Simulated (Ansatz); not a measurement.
Gas-phase electronic energies from Ansatz, PBE0-D4/def2-TZVP geometries. CCSD(T)/CBS adds triple-zeta CCSD(T) − MP2 to the extrapolated MP2 energy (def2 sets, frozen cores). This one scheme is used for every species. DFT in def2-TZVPP. Each species was taken in one conformer, which may not be the lowest.

Consider the ligand exchange at the Al–C bond: `C#[C][AlH][OH]` + `N[SiH3]` → `[OH][AlH][NH][SiH3]` + `C#C`.

```
           level  ΔE (eV)
          B2PLYP    -0.38
          revPBE    -0.29
         LC-ωPBE    -0.39
CCSD(T)/def2-SVP    -0.45
```

**Question.** What does CCSD(T)/CBS give? (Estimate.)

**Answer.** The calculation gave: -0.41 eV. The listed levels differ from it by 0.03, 0.12, 0.02, -0.04 eV.

**Question.** What do rigid-rotor, harmonic-oscillator terms from PBE0-D4/def2-TZVP frequencies (298.15 K, 1 bar) make of the CCSD(T)/CBS value? (Best estimate.)

**Answer.** The calculation gave: ΔZPE = -0.02 eV, ΔH = -0.42 eV, ΔS = -24 J/(mol·K), ΔG = -0.35 eV.

Largest T1 diagnostic among the species: 0.014.

At CCSD(T), def2-SVP lies −0.04 eV from the extrapolated value and def2-TZVPP +0.00 eV. Leaving LDA and LC-ωPBE aside and taking each functional with its dispersion term where it has one, the values, not all of them listed here, spread over 0.08 eV, from CAM-B3LYP-D4 to B97M-V. LDA lies −0.08 eV from PBE without D4.
